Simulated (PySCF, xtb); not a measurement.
ethoxymethyl(methyl)silane (C4H12OSi), SMILES CCOC[SiH2]C.

GFN2-xTB in xtb at its own geometry gives an orbital gap of 5.32 eV and a dipole moment of 1.28 D.

Geometry optimised at B3LYP-D3(BJ)/def2-SVP. One conformer was computed; it need not be the lowest.

Q: What does PBE/def2-TZVP (PySCF) give? (Estimate from the structure and the level; the computed values follow.)

A: gap 5.31 eV (levels -5.41 and -0.10 eV), dipole 1.35 D.
